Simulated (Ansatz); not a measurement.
Born–Oppenheimer molecular dynamics of Cl₂H₂O₂Si (7 atoms, charge 0, multiplicity 1). It starts from a relaxed structure.

Level of theory: RKS PBE0/6-31G* in Ansatz.

```json
{"ensemble": "NVE (Milne-controlled integrator)", "time step": "0.5 fs", "steps asked": "150", "starting velocities drawn for": "400 K", "seed": "796378"}
```

Frames 2.5 fs apart, positions in Å.

Velocities at 25 fs (Å/ps):

```
Si 0.35 1.71 1.23
Cl -0.13 0.98 -0.56
O -1.88 -2.02 -0.09
H -5.20 5.05 -5.03
O 1.40 -0.92 1.49
H -2.18 18.49 11.62
Cl 0.28 -1.68 -1.23
```

```xyz
7
Properties=species:S:1:pos:R:3 time_fs=25 energy_less_start_eV=0.202 T=88
Si -0.130 -0.092 -0.090
Cl 0.138 -0.103 1.973
O 1.384 -0.189 -0.801
H 2.176 -0.497 -0.336
O -0.665 1.307 -0.585
H -1.565 1.575 -0.432
Cl -1.187 -1.768 -0.666
7
Properties=species:S:1:pos:R:3 time_fs=27.5 energy_less_start_eV=0.194 T=100
Si -0.126 -0.090 -0.087
Cl 0.137 -0.100 1.972
O 1.377 -0.194 -0.801
H 2.157 -0.486 -0.341
O -0.664 1.308 -0.582
H -1.574 1.623 -0.403
Cl -1.186 -1.772 -0.669
7
Properties=species:S:1:pos:R:3 time_fs=30 energy_less_start_eV=0.135 T=191
Si -0.116 -0.092 -0.083
Cl 0.136 -0.098 1.969
O 1.365 -0.198 -0.801
H 2.147 -0.488 -0.320
O -0.669 1.315 -0.581
H -1.550 1.655 -0.381
Cl -1.185 -1.774 -0.671
7
Properties=species:S:1:pos:R:3 time_fs=32.5 energy_less_start_eV=0.113 T=226
Si -0.103 -0.098 -0.079
Cl 0.135 -0.096 1.967
O 1.351 -0.201 -0.800
H 2.127 -0.492 -0.289
O -0.677 1.325 -0.582
H -1.522 1.678 -0.358
Cl -1.184 -1.776 -0.673
7
Properties=species:S:1:pos:R:3 time_fs=35 energy_less_start_eV=0.112 T=226
Si -0.089 -0.104 -0.075
Cl 0.133 -0.094 1.964
O 1.339 -0.205 -0.799
H 2.083 -0.491 -0.268
O -0.683 1.336 -0.585
H -1.539 1.708 -0.320
Cl -1.183 -1.776 -0.674
7
Properties=species:S:1:pos:R:3 time_fs=37.5 energy_less_start_eV=0.165 T=145
Si -0.077 -0.111 -0.071
Cl 0.131 -0.093 1.961
O 1.330 -0.209 -0.800
H 2.052 -0.494 -0.242
O -0.691 1.346 -0.587
H -1.545 1.718 -0.281
Cl -1.182 -1.775 -0.675
7
Properties=species:S:1:pos:R:3 time_fs=40 energy_less_start_eV=0.202 T=87
Si -0.069 -0.116 -0.068
Cl 0.129 -0.091 1.958
O 1.325 -0.213 -0.802
H 2.046 -0.504 -0.214
O -0.700 1.353 -0.588
H -1.518 1.697 -0.248
Cl -1.181 -1.773 -0.675
7
Properties=species:S:1:pos:R:3 time_fs=42.5 energy_less_start_eV=0.194 T=100
Si -0.068 -0.118 -0.066
Cl 0.127 -0.091 1.956
O 1.329 -0.218 -0.806
H 2.038 -0.507 -0.213
O -0.706 1.355 -0.588
H -1.521 1.675 -0.198
Cl -1.179 -1.770 -0.674
7
Properties=species:S:1:pos:R:3 time_fs=45 energy_less_start_eV=0.166 T=143
Si -0.071 -0.118 -0.066
Cl 0.125 -0.090 1.955
O 1.340 -0.225 -0.810
H 2.041 -0.509 -0.229
O -0.709 1.351 -0.587
H -1.537 1.648 -0.141
Cl -1.178 -1.765 -0.673
7
Properties=species:S:1:pos:R:3 time_fs=47.5 energy_less_start_eV=0.107 T=235
Si -0.079 -0.115 -0.067
Cl 0.123 -0.089 1.954
O 1.354 -0.231 -0.816
H 2.078 -0.518 -0.241
O -0.713 1.342 -0.582
H -1.515 1.604 -0.108
Cl -1.176 -1.760 -0.671
7
Properties=species:S:1:pos:R:3 time_fs=50 energy_less_start_eV=0.100 T=246
Si -0.087 -0.110 -0.071
Cl 0.121 -0.089 1.954
O 1.370 -0.237 -0.820
H 2.118 -0.525 -0.265
O -0.717 1.330 -0.576
H -1.493 1.564 -0.081
Cl -1.174 -1.754 -0.669
7
Properties=species:S:1:pos:R:3 time_fs=52.5 energy_less_start_eV=0.106 T=236
Si -0.095 -0.105 -0.077
Cl 0.118 -0.089 1.954
O 1.387 -0.244 -0.823
H 2.140 -0.525 -0.304
O -0.719 1.314 -0.569
H -1.510 1.547 -0.043
Cl -1.172 -1.748 -0.666
```

Of the whole run (75 fs, mean temperature of the second half 176 K): The conserved energy stayed within 0.011 meV per atom of its start (net change -0.0021 meV per atom), so the integration is sound. Over the second half the temperature averaged 0.44 of the 400 K drawn at the start: a run that starts near a minimum puts about half its kinetic energy into the potential. A run of 0.075 ps of so small a system gives no equilibrium averages.

The run took 5.6 min on 2 threads of Arm Neoverse V2 (shared host), peak memory 0.19 GiB.
